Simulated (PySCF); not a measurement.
## Electron correlation in F²⁺ (fluorine, charge +2)

[He] 2s1 2p4, high-spin 4P determinant (an excited configuration). All numbers are calculated (PySCF 2.14, no relativity, point nucleus, in aug-cc-pVQZ (6s5p4d3f2g, 80 functions)). Frozen: 1s2; 5 electrons correlated.

```json
{"level": "CCSD", "correlation energy (mhartree)": "-122.40"}
{"level": "(T)", "correlation energy (mhartree)": "-1.68"}
{"level": "CCSD(T)", "correlation energy (mhartree)": "-124.08"}
```

Diagnostics: T1 = 0.0033, D1 = 0.0066, largest double amplitude 0.045.

Cost of the coupled-cluster step: roughly 14 core-seconds, for 5 correlated electrons.
